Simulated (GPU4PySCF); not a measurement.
N-phenylbenzimidazole (C13H10N2), SMILES c1ccc(-n2cnc3ccccc32)cc1. Geometry: PBE-D3(BJ)/def2-TZVP. One conformer was computed; it need not be the lowest.

Computed equilibrium geometry at PBE-D3(BJ)/def2-TZVP (GPU4PySCF confirms it by a frequency run) as a Z-matrix (one conformer of several):
```
N
C 1 1.3890
N 2 1.3109 1 113.96
H 2 1.0878 3 125.65 1 -177.96
C 3 1.3904 2 104.80 4 -178.35
C 1 1.3940 2 105.94 4 178.27
C 6 1.3967 1 132.76 2 177.52
H 7 1.0900 6 122.09 1 1.16
C 7 1.3944 8 121.19 6 179.27
H 9 1.0909 7 119.08 8 0.76
C 5 1.4000 3 129.66 2 -178.77
H 11 1.0905 5 120.17 3 -0.86
C 11 1.3923 12 121.83 5 -179.61
H 13 1.0909 11 119.56 12 -0.43
C 1 1.4160 2 125.98 4 -0.90
C 15 1.4006 1 119.67 2 -43.72
H 16 1.0907 15 119.56 1 -2.71
C 16 1.3945 17 120.65 15 178.74
H 18 1.0909 16 119.47 17 1.27
C 18 1.3965 19 120.15 16 179.01
H 20 1.0906 18 120.18 19 0.39
C 20 1.3970 21 120.18 18 179.95
H 22 1.0910 20 120.10 21 0.57
C 22 1.3942 23 119.43 20 -179.16
H 24 1.0900 22 120.72 23 1.36
```
Charge 0, spin multiplicity 1.
